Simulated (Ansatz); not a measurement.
```xyz
2

C     0.0000    0.0000   -0.5743
N     0.0000    0.0000    0.5743
```

Basis set: 6-31G (spherical functions). Correlated methods keep 2 orbitals frozen. Correlation on ROHF uses semicanonical orbitals with singles. Charge 0, multiplicity 2.

Computed with Ansatz (development build ahead of 0.2.0); the reference of a correlated method needn't be the lowest determinant of its kind.

Task: Give the atomization energy at this shape (free ground-state atoms in the same class of orbitals less the molecule, no zero-point energy) of doublet CN by UHF-BCCD(T), ROHF-CCSD(T), UHF-CCSD(T).

Result:

```tsv
method	atomization energy
UHF-BCCD(T)	587.2 kJ/mol
ROHF-CCSD(T)	587.0 kJ/mol
UHF-CCSD(T)	584.3 kJ/mol
```

Caution: the reference determinant was not shown to be the lowest; the shape is not the minimum.

This basis has no polarisation functions and is too small for such energies, which can lie far from measured ones in either direction.
